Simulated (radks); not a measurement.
Values are calculated unless marked as measured or tabulated.
Problem. All-electron atom: K6+ in [Ne] 3s1 3p2 (not the ground configuration). Level of theory: scalar-relativistic Kohn-Sham, BLYP, spin-polarised, spherical densities, finite nucleus; open shells are filled with parallel spins first; Fermi nuclear charge, rms radius 3.4349 fm (a radial shooting solver on a logarithmic mesh with Libxc functionals). Some entries of the table are withheld. Estimate them.

| orbital | occ. | eigenvalue (eV) | <1/r> (bohr^-1) |
|---|---|---|---|
| 1s up | 1 | -3641.148 | 18.72 |
| 1s down | 1 | -3639.974 | 18.72 |
| 2s up | 1 | -464.4143 | 3.819 |
| 2s down | 1 | -463.2375 | 3.819 |
| 2p up | 3 | -392.1810 | 3.726 |
| 2p down | 3 | -390.7422 | 3.726 |
| 3s up | 1 | -129.1070 | 1.275 |
| 3s down | 0 | -121.8650 | 1.274 |
| 3p up | 2 | (1) | 1.194 |

Solution. 
(1) 3p up eigenvalue (eV): -110.1831
